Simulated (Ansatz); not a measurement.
`[F][Al]([Cl])[GeH3]` + `CC(C)[O][GaH][OH]` → `[OH][GaH][GeH3]` + `CC(C)[O][Al]([F])[Cl]`  (redistribution)

Isolated molecules relaxed with PBE0-D4/def2-TZVP in Ansatz; ΔE leaves out vibrations. CCSD(T)/CBS adds triple-zeta CCSD(T) − MP2 to the extrapolated MP2 energy (def2 sets, frozen cores). For Ga, Ge outer-core shells are correlated without core-valence functions, which leaves a few kJ/mol of doubt a bond. Scalar relativity is left out up to krypton. One conformer a species, not always the lowest.

```tsv
species	CCSD(T)/CBS(def2) energy (Eh)
`[F][Al]([Cl])[GeH3]`	-2879.65351
`CC(C)[O][GaH][OH]`	-2193.92198
`[OH][GaH][GeH3]`	-4078.25778
`CC(C)[O][Al]([F])[Cl]`	-995.34555
```

(1) Work out ΔE.

Largest T1 diagnostic among the species: 0.014.

## Answers

(1) ΔE = (-4078.25778) + (-995.34555) − (-2879.65351) − (-2193.92198) = -0.02784 Eh = -73.1 kJ/mol.

From PBE to PBE0 (25 % exact exchange), in def2-TZVPP and without D4, ΔE moves by −3.5 kJ/mol. In def2-TZVPP, CCSD(T) changes the Hartree–Fock value by +9.6 kJ/mol (the triples alone add +2.5 kJ/mol) and MP2 by +7.8 kJ/mol.
